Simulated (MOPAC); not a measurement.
MOPAC input (AM1):

```
AM1 1SCF UHF MS=0.5 GEO-OK AUX(PRECISION=9) THREADS=1
CdI

Cd   -0.00000000 1   -0.00000000 1   -1.44592233 1
I     0.00000000 1    0.00000000 1    1.30951456 1
```

From its output:

```
          Parameters for some elements are missing

           Empirical Formula: Cd I  =     2 atoms

 ******************************************************************************
 *                                                                            *
 *     Error and normal termination messages reported in this calculation     *
 *                                                                            *
 * Parameters for some elements are missing                                   *
 * JOB ENDED NORMALLY                                                         *
 *                                                                            *
 ******************************************************************************

 == MOPAC DONE ==
```

The program refused the input.
